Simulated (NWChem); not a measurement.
Species: C2H5NOSi; SMILES C[SiH2]N=C=O

```xyz
10

Si    -0.6355     1.0691     0.0011
C      0.8916     2.1616     0.0010
N     -0.1629    -0.6017     0.0001
C      0.1404    -1.7711    -0.0006
O      0.4428    -2.9153    -0.0013
H     -1.4738     1.3133    -1.2224
H     -1.4727     1.3121     1.2256
H      0.5968     3.2311     0.0016
H      1.5116     1.9726    -0.8981
H      1.5122     1.9718     0.8995
```
Atoms are numbered in this order, from 1.

Program: NWChem. Pople sets run with spherical d functions. Coordinates come from a PBE-D3(BJ)/def2-SVP optimisation. Atomic charges in e: unrestrained fits to the electrostatic potential beside Mulliken populations; buried atoms are poorly determined by the fit.

### Question
What does the run give for Hartree-Fock/6-31G*? Quantities: ESP Si1; Mulliken Si1; ESP C2; Mulliken C2; ESP N3; Mulliken N3; ESP C4; Mulliken C4; ESP O5; Mulliken O5; relative RMS misfit of the potential (%).

### Answer
ESP Si1: 0.83
Mulliken Si1: 0.96
ESP C2: -0.36
Mulliken C2: -0.80
ESP N3: -0.64
Mulliken N3: -0.72
ESP C4: 0.77
Mulliken C4: 0.80
ESP O5: -0.48
Mulliken O5: -0.52
relative RMS misfit of the potential (%): 26
